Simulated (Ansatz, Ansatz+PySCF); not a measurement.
```xyz
8

C     0.0000    0.0000   -0.4419
C     0.0000    1.2299    0.1960
C     0.0000   -1.2299    0.1960
H     0.0000    0.0000   -1.5389
H     0.0000    2.1641   -0.3691
H     0.0000    1.2985    1.2879
H     0.0000   -2.1641   -0.3691
H     0.0000   -1.2985    1.2879
```

Basis set: def2-SVP (spherical functions). Frozen core: 3 orbitals. Correlation on ROHF uses semicanonical orbitals with singles. Charge 0, multiplicity 2.

Computed with Ansatz (development build ahead of 0.2.0); the reference of a correlated method needn't be the lowest determinant of its kind. Restricted functionals stand beside restricted open-shell atoms, which can lie above the unrestricted atoms usual in DFT and then raise those values.

The atomization energy at this shape (free ground-state atoms in the same class of orbitals less the molecule, no zero-point energy) of doublet C₃H₅:

```json
{"method": "ωB97X (unrestricted)", "atomization energy": "770.35 kcal/mol"}
{"method": "ωB97X (restricted open-shell)", "atomization energy": "771.02 kcal/mol"}
{"method": "r²SCAN (restricted open-shell)", "atomization energy": "779.22 kcal/mol"}
{"method": "PBE0 (unrestricted)", "atomization energy": "779.40 kcal/mol"}
{"method": "PBE (unrestricted)", "atomization energy": "789.36 kcal/mol"}
{"method": "PBE (restricted open-shell)", "atomization energy": "790.23 kcal/mol"}
{"method": "ROHF-CCSD(T)", "atomization energy": "737.81 kcal/mol"}
{"method": "ROHF-MP2", "atomization energy": "742.08 kcal/mol"}
{"method": "UHF-MP2", "atomization energy": "735.56 kcal/mol"}
{"method": "UHF", "atomization energy": "598.40 kcal/mol"}
{"method": "ROHF", "atomization energy": "590.52 kcal/mol"}
```

(1) What does r²SCAN (unrestricted) give?

Results:

(1) 777.79 kcal/mol. Caution for ROHF-CCSD(T), ROHF-MP2, ROHF: an unrestricted determinant lies well below. Caution for ROHF-CCSD(T): the determinant is a saddle point. Caution for ROHF-MP2, ROHF: the determinant breaks the point group. Caution for UHF-MP2, UHF: the unrestricted determinant is spin contaminated.
